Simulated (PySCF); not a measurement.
Si(Cl)(Br)(NH2)2 (BrClH₄N₂Si), SMILES N[Si](N)(Cl)Br. Atoms are numbered in the order given.

```xyz
9

N     -1.6859    -1.3231     0.4171
Si    -0.1532    -0.5830     0.3986
N      1.0478    -1.7870     0.3616
Cl    -0.1570     0.6711     2.0488
Br     0.3050     0.7258    -1.3542
H     -1.9296    -1.9832    -0.3132
H     -2.4908    -0.8085     0.7548
H      1.0467    -2.5153     1.0675
H      1.9790    -1.5710     0.0267
```

Geometry optimised at PBE0-D3(BJ)/def2-SVP. This is a generated structure with no PubChem entry under its InChIKey; it may be hypothetical. Other conformers were not sampled.

All values below come from PBE0/pcSseg-1 run with PySCF.

GIAO shieldings, no solvent; atoms listed in one row are averaged. δ = σ(ref) − σ: ¹⁵N against NH3 (σ = 267.4 ppm); ²⁹Si against TMS (σ = 352.7 ppm); ³⁵Cl against HCl (σ = 945.9 ppm); ¹H against TMS (σ = 31.56 ppm), references at their B3LYP-D3(BJ)/def2-TZVP geometries, non-relativistic (without spin–orbit terms, shifts of atoms bonded to Cl or Br come out too high).

Task: Estimate the chemical shifts. (An estimate is asked for; the answer gives what the named calculation found.)

Result: 
```json
[
 {"nucleus": "¹⁵N", "atoms": "N1, N3", "count": "2", "δ (ppm)": "50.1"},
 {"nucleus": "²⁹Si", "atoms": "Si2", "count": "1", "δ (ppm)": "-5.8"},
 {"nucleus": "³⁵Cl", "atoms": "Cl4", "count": "1", "δ (ppm)": "124.3"},
 {"nucleus": "¹H", "atoms": "H9", "count": "1", "δ (ppm)": "1.62"},
 {"nucleus": "¹H", "atoms": "H7", "count": "1", "δ (ppm)": "1.60"},
 {"nucleus": "¹H", "atoms": "H8", "count": "1", "δ (ppm)": "1.53"},
 {"nucleus": "¹H", "atoms": "H6", "count": "1", "δ (ppm)": "1.51"}
]
```
